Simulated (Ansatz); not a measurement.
Molecule: C6H7 (charge 0, doublet). It need not be the lowest isomer of its formula. 
Coordinates optimised at B3LYP-D3(BJ)/def2-TZVP (Ansatz, a quantum-chemistry and plane-wave program):
```xyz
13

C      1.5049    -0.6047    -0.0748
C      1.4477     0.9175     0.2404
C     -0.0647     0.6214     0.4248
C      0.1296    -0.7140     0.1232
C     -1.3159    -0.9619    -0.3045
C     -1.4881     0.6129    -0.1532
H      2.2884    -1.2384    -0.4675
H      1.6814     1.5434    -0.6246
H      1.9930     1.2927     1.1085
H     -1.4524    -1.3447    -1.3158
H     -1.9166    -1.5534     0.3859
H     -1.5836     1.1128    -1.1202
H     -2.2917     0.9606     0.4989
```
Charge 0, spin multiplicity 2.

Total electronic energies in hartree. Cores are frozen in the correlated levels unless marked. UHF or UKS for open shells. Spin-orbit coupling is left out. No relativistic terms. Basis-set limits of correlation are two-point, X^-3; Hartree-Fock from the larger set.

The UHF reference is spin-contaminated (<S^2> 0.25 over the pure value in the largest basis). 

| level | program | energy (Eh) |
|---|---|---|
| BLYP-D3(BJ)/def2-TZVPD | Ansatz + dftd3 | [?] |
| revPBE/def2-TZVPD | Ansatz | -232.68435 |
| r2SCAN-D4/def2-TZVPD | Ansatz + dftd4 | -232.60456 |
| PBE0/STO-3G | Ansatz | -229.58896 |
| r2SCAN0/def2-TZVPD | Ansatz | -232.58018 |
| LC-wPBE/def2-TZVPD | Ansatz | [?] |
| B2PLYP-D4/def2-TZVPD | Ansatz + dftd4 | [?] |
| RPA@PBE/cc-pVQZ | Ansatz | -232.80166 |
| MP2/6-31G* | Ansatz | -231.83297 |
| MP2/cc-pVQZ | Ansatz | -232.18667 |
| MP2/CBS(cc-pVTZ,cc-pVQZ) | Ansatz | -232.2299 |
| SCS-MP2/STO-3G | Ansatz | -228.63638 |
| SCS-MP2/cc-pVQZ | Ansatz | -232.18237 |
| CCSD(T)/cc-pwCVTZ | Ansatz | -232.22866 |
| CCSD(T)/CBS(cc-pVTZ,cc-pVQZ) | Ansatz | -232.3200 |

Some entries are withheld; supply them.


- BLYP-D3(BJ)/def2-TZVPD, energy (Eh): -232.64898
- LC-wPBE/def2-TZVPD, energy (Eh): -232.58432
- B2PLYP-D4/def2-TZVPD, energy (Eh): -232.52381
